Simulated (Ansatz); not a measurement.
Reactions of C₄H₇FSi (`CC(F)=C=C[SiH3]`).

Computed with Ansatz on PBE0-D4/def2-TZVP structures; ΔE is electronic, products minus reactants. CCSD(T)/CBS is the MP2 limit (def2-TZVPP, def2-QZVPP) plus CCSD(T) − MP2 in def2-TZVPP, frozen cores. This one scheme is used for every species. def2 core potentials past Kr. For Cd outer-core shells are correlated without core-valence functions, which leaves a few kJ/mol of doubt a bond. One conformer a species, not always the lowest.

(1) Order these by ΔE at CCSD(T)/CBS, lowest first. (Best estimate.)
A. `CC(F)=C=C[SiH3]` + `[OH][Cd][F]` → `[F][Cd][O][SiH3]` + `C=C=C(C)F`
B. `CC(F)=C=C[SiH3]` + `CNCS` → `CNCS[SiH3]` + `C=C=C(C)F`
C. `CC(F)=C=C[SiH3]` + `OCS` → `[SiH3]OCS` + `C=C=C(C)F`
D. `CC(F)=C=C[SiH3]` + `NCCO` → `OCCN[SiH3]` + `C=C=C(C)F`

Largest T1 diagnostic: 0.017, for `[OH][Cd][F]`.

Answers

(1) A (-1.00 eV), C (-0.83 eV), B (-0.62 eV), D (-0.39 eV).
